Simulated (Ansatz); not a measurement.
Correlation energies of HI₃Sn (`[I][SnH]([I])[I]`) by basis set

```
atom   x (Å)   y (Å)   z (Å)
  I1  -0.509   0.713  -2.450
 Sn2   0.066   0.170   0.095
  I3  -2.124  -0.754   1.301
  I4   1.957  -1.706   0.176
  H5   0.610   1.577   0.880
```

Charge 0, multiplicity 1. Correlated methods include outer-core shells of I, Sn, which these sets cover unevenly. I, Sn takes the def2 core potential. The structure was optimised at the PBE0-D4/def2-TZVP level. Frozen core, restricted reference, the Gaussian-basis code of Ansatz.

| basis | HF (Eh) | MP2 corr. |
| --- | --- | --- |
| def2-SVP | -1104.02381 | -0.45698 |
| def2-TZVPP | -1104.06354 | -1.80030 |
| def2-QZVPP | -1104.06996 | -2.53056 |

Problem. Estimate the CCSD correlation energy and the (T) correction in each basis where they were run (hartree).

Solution. 
| basis | CCSD corr. | (T) |
| --- | --- | --- |
| def2-SVP | -0.48461 | -0.01298 |
| def2-TZVPP | -1.70482 | -0.04125 |
